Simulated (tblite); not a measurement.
C7H6NOSi (charge -1).
Cartesian coordinates in Å at the GFN2-xTB level; atoms count from 1:
```
atom  x, y, z in Å
C1    -2.163    1.792   -0.260
C2    -2.269    0.520   -0.637
Si3   -0.855   -0.581   -1.157
C4    -1.406   -2.273   -0.659
N5    -1.736   -3.384   -0.637
C6     0.617   -0.273   -0.054
C7     1.575   -1.141    0.415
C8     2.623   -0.358    0.942
C9     2.259    0.938    0.746
O10    1.053    1.002    0.138
H11   -1.199    2.242   -0.077
H12   -3.018    2.438   -0.091
H13   -3.269    0.132   -0.829
H14    1.508   -2.212    0.395
H15    3.531   -0.703    1.404
H16    2.742    1.870    0.979
```

Calculated harmonic vibrations of the isolated species, GFN2-xTB (tblite), most abundant isotopes, no scaling. Against measured fundamentals such values can be off by several per cent, at times by over 20. One conformer, not necessarily the lowest.

Harmonic wavenumbers (cm⁻¹): 45.3, 68.5, 84.6, 90.5, 120.7, 209.7, 213.7, 320.7, 337.2, 343.2, 427.3, 493.5, 568.9, 609.4, 659.9, 691.7, 727.3, 790.6, 828.4, 830.6, 855.0, 895.1, 1003.6, 1020.8, 1031.2, 1094.7, 1110.0, 1163.3, 1201.2, 1289.8, 1360.8, 1433.3, 1436.1, 1541.4, 1615.5, 2228.0, 2956.1, 2986.8, 3079.1, 3106.1, 3125.2, 3153.2.

A = 1626, B = 935.9, C = 621.1 MHz; mass 148.022 u (most abundant isotopes); point group C1, symmetry number 1.

**Question.** Zero-point energy?

**Answer.** ½Σν̃ = 23574 cm⁻¹ = 282.01 kJ/mol.

**Question.** Entropy at 200 K, 1 bar (ideal gas, RRHO, classical rotation)?

**Answer.** Translation 162.88, rotation 121.42, vibration 91.83: S = 376.1 J/(mol K).

**Question.** And Cp and H(200 K) − H(0)?

**Answer.** Cp = 124.39 J/(mol K), of which vibrations give 91.13 (their classical limit is 42 R = 349.2); H(200 K) − H(0) = 16.35 kJ/mol without the zero-point energy, 9.70 from vibrations.

**Question.** Which modes carry the vibrational entropy at 200 K?

**Answer.** 45.3 cm⁻¹: 17.67; 68.5 cm⁻¹: 14.28; 84.6 cm⁻¹: 12.57; 90.5 cm⁻¹: 12.03; 120.7 cm⁻¹: 9.74; 209.7 cm⁻¹: 5.64 J/(mol K); the other 36 give 19.89 together.

**Question.** What must be added to the electronic energy to get the Gibbs energy at 200 K and 1 bar?

**Answer.** ZPE + [H(200 K) − H(0)] − T·S = 282.01 + 16.35 − 75.23 = 223.13 kJ/mol.

**Question.** How do the functions run with temperature in this model?

**Answer.** 
```tsv
T (K)	S (J/(mol K))	Cp (J/(mol K))	H − H(0) (kJ/mol)	G − H(0) (kJ/mol)	ln q(vib)
100	305.4	84.4	5.92	-24.62	2.19
300	434.2	164.4	30.81	-99.45	8.06
500	534.2	228.0	70.51	-196.60	13.43
800	654.7	283.3	148.07	-375.70	20.74
1000	720.5	305.9	207.12	-513.38	25.11
```

q(vib) and H(0) count from the zero-point level.

Hindered rotation and anharmonicity are outside this model. Other conformers, if any are populated, would add a mixing term that is left out. The structure is chiral; the term R ln 2 for an equal mix with its mirror image is left out.

Run on one thread of an Arm Neoverse N1, no GPU, shared host. This covers the Hessian and the dipole derivatives.
